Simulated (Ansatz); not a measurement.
This geometry of CH3BClF + H2S (10 atoms, charge 0, multiplicity 1) is a first-order saddle point.

Computed with RKS PBE-D4/def2-SVP in Ansatz.

```xyz
10
Properties=species:S:1:pos:R:3
B 0.080 -0.341 -0.049
F -0.213 0.009 1.566
Cl 1.585 0.541 -0.491
C -1.248 -0.110 -0.862
H -2.122 -0.629 -0.418
H -1.483 0.974 -0.911
H -1.131 -0.467 -1.906
S 0.536 -2.212 0.454
H -0.736 -2.702 0.395
H 0.119 -1.066 1.644
```

Question: Which two structures does it join? (They come from a converged band through this point; their orientation in space is the band's.)

Answer: Bonds broken: B1–F2, S8–H10. Bonds formed: B1–S8, F2–H10. CH3BClF + H2S becomes CH4BClS + FH.

Image 0:

```xyz
10
Properties=species:S:1:pos:R:3
B -0.331 0.225 0.174
F -0.731 0.270 1.451
Cl 1.406 0.554 -0.097
C -1.352 0.146 -1.007
H -2.285 -0.374 -0.712
H -1.626 1.185 -1.297
H -0.926 -0.339 -1.905
S 0.033 -2.807 0.497
H -0.130 -2.470 1.805
H 1.329 -2.394 0.514
```

Image 8:

```xyz
10
Properties=species:S:1:pos:R:3
B 0.178 -0.607 -0.447
F -0.278 0.092 2.177
Cl 1.622 0.368 -0.744
C -1.237 -0.143 -0.920
H -2.074 -0.697 -0.456
H -1.377 0.941 -0.735
H -1.304 -0.287 -2.022
S 0.532 -2.239 0.308
H -0.759 -2.682 0.330
H 0.083 -0.750 1.932
```

Question: How far does it lie above each of them?

Answer: 1.00 eV above the first and 0.26 eV above the second. This is the barrier of this one path; another mechanism may lie lower. The orbitals stay closed-shell, which can raise the energy where a bond breaks towards radicals; this wasn't checked here.

Time of the run: 5.5 min on 2 threads of Arm Neoverse V1, with other jobs on the host, peak memory 0.14 GiB.
